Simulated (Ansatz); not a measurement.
Cost and result up the ladder for Sn9H16, a cluster cut from cubic tin (25 atoms). Charge 0, multiplicity 1. Geometry: PBE-D4/def2-SVP.

```tsv
atom	x (Å)	y (Å)	z (Å)
Sn1	-1.706	-2.771	-0.483
Sn2	0.081	0.509	-3.250
Sn3	-2.387	1.678	0.445
Sn4	0.348	-0.813	3.171
Sn5	2.139	2.468	0.404
Sn6	-2.092	-0.222	-1.615
Sn7	0.534	-2.823	1.214
Sn8	2.464	0.720	-1.774
Sn9	-0.048	1.724	2.015
H10	-1.553	-3.965	-1.735
H11	-3.113	-3.190	0.445
H12	0.267	-0.635	-4.544
H13	-0.258	2.049	-3.978
H14	-3.760	1.279	1.431
H15	-2.681	3.250	-0.234
H16	-0.999	-1.172	4.207
H17	1.769	-0.801	4.169
H18	1.862	4.070	-0.207
H19	3.590	2.530	1.356
H20	-3.538	-0.254	-2.588
H21	0.675	-4.382	1.969
H22	1.970	-2.573	0.273
H23	3.753	1.276	-2.798
H24	2.911	-0.848	-1.183
H25	-0.229	2.898	3.291
```

Ansatz on 2 threads of AMD EPYC 7R13 on a shared host and a share (18 GiB) of an NVIDIA H100 80GB HBM3. Times are rough, and most runs start from the orbitals of an earlier one. CAM-B3LYP-D4/def2-TZVP serves as the yardstick here, not as an exact answer. Differences are given only for rows in sets of like size (and for xTB, whose basis is part of the method), since another set adds its own error. Binding counts from free atoms at the same level (Sn triplet, H doublet; other spins of the atoms weren't run), without zero-point energy or a counterpoise term.

In the def2 sets Sn takes a core potential; there is no spin–orbit coupling. Correlated methods freeze 36 core orbitals; core or outer-core shells of Sn are correlated, in sets that lack core-valence functions. Single mean-field runs in def2-TZVP are fitted with def2-universal-jkfit.

Correlated methods converge slowly with the basis.

| level | functions | wall time |
| --- | --- | --- |
| PBE-D4/def2-SVP | 314 | 4.3 s |
| PBE-D4/def2-TZVP | 546 | 6.5 s |
| CAM-B3LYP-D4/def2-TZVP | 546 | 6.5 s |
| r2SCAN-D4/def2-TZVP | 546 | 8 s |
| PBE0-D4/def2-SVP | 314 | 8.5 s |
| MP2/def2-TZVP | 546 | 11 s |
| PBE0-D4/def2-TZVP (with forces) | 546 | 12 s |
| B97M-V/def2-TZVP (with forces) | 546 | 15 s |

Estimate what each level gives for the binding energy per atom (eV).


| level | binding energy per atom (eV) | difference from CAM-B3LYP-D4/def2-TZVP (eV) |
| --- | --- | --- |
| PBE-D4/def2-SVP | 2.36 | – |
| PBE-D4/def2-TZVP | 2.37 | -0.02 |
| CAM-B3LYP-D4/def2-TZVP | 2.39 | 0.00 |
| r2SCAN-D4/def2-TZVP | 2.39 | 0.00 |
| PBE0-D4/def2-SVP | 2.36 | – |
| MP2/def2-TZVP | 2.23 | -0.16 |
| PBE0-D4/def2-TZVP (with forces) | 2.38 | -0.02 |
| B97M-V/def2-TZVP (with forces) | 2.47 | 0.07 |
